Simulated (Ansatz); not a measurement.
`[SH][Zr]([Cl])([Cl])[Cl]` + HBr → `[Cl][Zr]([Cl])([Cl])[Br]` + H₂S at 500 K and 1 bar (ligand exchange at a Zr–S bond).

Gas-phase electronic energies from Ansatz, PBE0-D4/def2-TZVP geometries. CCSD(T)/CBS is the MP2 limit (def2-TZVPP, def2-QZVPP) plus CCSD(T) − MP2 in def2-TZVPP, frozen cores. This one scheme is used for every species. Elements past krypton have def2 core potentials. For Br, Zr outer-core shells are correlated without core-valence functions, which leaves a few kJ/mol of doubt a bond. Scalar relativity is left out up to krypton. Each species was taken in one conformer, which may not be the lowest.

```tsv
species	CCSD(T)/CBS energy (Eh)	H − E (kJ/mol)	S (J/(mol·K))
`[SH][Zr]([Cl])([Cl])[Cl]`	-1824.98006	81.1	469.4
HBr	-2573.91920	30.5	213.7
`[Cl][Zr]([Cl])([Cl])[Br]`	-3999.95269	55.9	444.4
H₂S	-398.97279	57.0	224.0
```

H − E and S are ideal-gas, rigid-rotor, harmonic terms from PBE0-D4/def2-TZVP, for one conformer and one mirror image of each species. 1 Eh = 2625.50 kJ/mol, R = 8.31446 J/(mol·K).

Q: By hand: ΔE, ΔH, ΔS and ΔG.

A: ΔE = (-3999.95269) + (-398.97279) − (-1824.98006) − (-2573.91920) = -0.02622 Eh = -68.8 kJ/mol. Δ(H − E) = 55.9 + 57.0 − 81.1 − 30.5 = 1.3, so ΔH = -67.5 kJ/mol. ΔS = 444.4 + 224.0 − 469.4 − 213.7 = -14.7 J/(mol·K). ΔG = -67.5 − 500 × (-14.7)/1000 = -60.1 kJ/mol.

Q: By hand: the equilibrium constant, and the temperature at which ΔG would vanish if ΔH and ΔS stayed fixed.

A: log₁₀ K = −ΔG/(RT ln 10) = 6.3. ΔG = 0 at ΔH/ΔS = 4592 K, far beyond where these terms or the molecules hold.

The number of gas molecules stays the same, so ΔS is small and ΔH decides. A doubt of 5 kJ/mol in ΔE shifts log₁₀ K by 0.5 here. Other conformers and mirror images would add mixing entropy, several J/(mol·K) or more a flexible species. These are equilibria of isolated gas molecules and say nothing of rates. Largest T1 diagnostic: 0.016 (customary marks: 0.02 for closed shells, 0.045 for open ones).
